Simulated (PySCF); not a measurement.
The dipole of `FCC[C@@H]1C=CCO1` from its density and from atomic charges.

Coordinates (GFN2-xTB, Å) and charges (e) from the PBE0/pcSseg-1 density (PySCF):

```csv
atom,x,y,z,Mulliken,IAO,Hirshfeld,ESP-fitted
F1,3.413,0.306,-0.666,-0.3461,-0.3334,-0.1314,-0.2923
C2,2.304,0.473,0.130,+0.1966,+0.0465,+0.0219,+0.2910
C3,1.208,-0.498,-0.283,-0.2259,-0.2853,-0.0874,-0.2540
C4,-0.045,-0.295,0.586,+0.0260,+0.0870,+0.0469,+0.4347
C5,-1.178,-1.175,0.141,-0.0973,-0.1741,-0.0532,-0.3673
C6,-2.173,-0.430,-0.304,-0.1993,-0.1722,-0.0518,-0.1749
C7,-1.814,1.017,-0.171,+0.1495,-0.0569,+0.0023,+0.1834
O8,-0.545,1.032,0.467,-0.5297,-0.4150,-0.1458,-0.4802
H9,2.627,0.298,1.162,+0.0957,+0.1310,+0.0407,+0.0041
H10,1.972,1.508,0.012,+0.1159,+0.1482,+0.0398,+0.0213
H11,0.954,-0.326,-1.330,+0.1243,+0.1450,+0.0376,+0.1084
H12,1.562,-1.525,-0.174,+0.1239,+0.1415,+0.0429,+0.0711
H13,0.223,-0.466,1.640,+0.1262,+0.1325,+0.0368,+0.0138
H14,-1.116,-2.245,0.185,+0.0961,+0.1606,+0.0579,+0.1841
H15,-3.116,-0.747,-0.706,+0.0976,+0.1614,+0.0584,+0.1466
H16,-2.530,1.570,0.450,+0.1259,+0.1451,+0.0438,+0.0566
H17,-1.754,1.515,-1.150,+0.1207,+0.1378,+0.0406,+0.0535
```

Task: Form Σ q r in debye for every column and set it beside the full dipole.

Result: The full density gives (-2.58, -1.12, 0.36) D, 2.84 D in size; dipole vectors point from the negative to the positive end.

```tsv
scheme	μx	μy	μz	size (D)	share of the full size (%)	angle to the full dipole (°)
Mulliken	-2.68	-0.46	0.52	2.77	98	14
IAO	-3.54	-1.33	0.86	3.88	137	6
Hirshfeld	-1.86	-0.62	0.36	1.99	70	6
ESP-fitted	-2.60	-1.08	0.34	2.83	100	1
```

Task: Which set comes closest?

Result: Length of the difference vector: ESP-fitted 0.05 D, Mulliken 0.69 D, Hirshfeld 0.88 D, IAO 1.10 D. Closest: ESP-fitted. ESP charges are fitted to the potential around the molecule, whose slowest-falling term is the dipole's. 

Task: What is left for the Hirshfeld atoms' own dipoles?

Result: The Hirshfeld atoms' densities add up to the full density, so μ = Σ q r + Σ (atomic dipoles). The atomic dipoles sum to (-2.58, -1.12, 0.36) − (-1.86, -0.62, 0.36) = (-0.72, -0.50, 0.00) D, 0.88 D in size.

Task: With the origin at the mean of the coordinates, (0.000, 0.001, -0.001) Å, which are the largest single terms, by size, of the ESP-fitted dipole along the direction of the full one?

Result: F1 +4.65, C2 -3.17, C5 -2.74, H15 +2.14, C6 -1.77 D; all 17 atoms together +2.83 D. The single terms depend on the origin, their sum doesn't.

Task: Give the size of the full dipole in other units.

Result: 2.84 D = 1.117 au = 0.591 e·Å = 9.47 × 10⁻³⁰ C·m.

Geometry: GFN2-xTB, one conformer, isolated molecule.

The values belong to the conformer `[F:1][CH2:2][CH2:3][C@@H:4]1[CH:5]=[CH:6][CH2:7][O:8]1`: F1–C2–C3–C4 -179°, C2–C3–C4–C5 176°.
